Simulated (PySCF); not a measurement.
# Electron correlation in Cd+ (cadmium, charge +1)

[Kr] 4d10 5s1, 2S determinant. Computed with PySCF 2.14 in aug-cc-pVDZ-PP with ECP28MDF (5s5p4d2f, 54 functions), with a scalar-relativistic core potential. Frozen: 4s2 4p6; 11 electrons correlated.

| level | correlation energy (mhartree) |
| --- | --- |
| CCSD | -312.37 |
| (T) | -5.68 |
| CCSD(T) | -318.05 |

Diagnostics: T1 = 0.0081, D1 = 0.0326, largest double amplitude 0.014.

Cost of the coupled-cluster step: of the order of 5 core-seconds, for 11 correlated electrons.
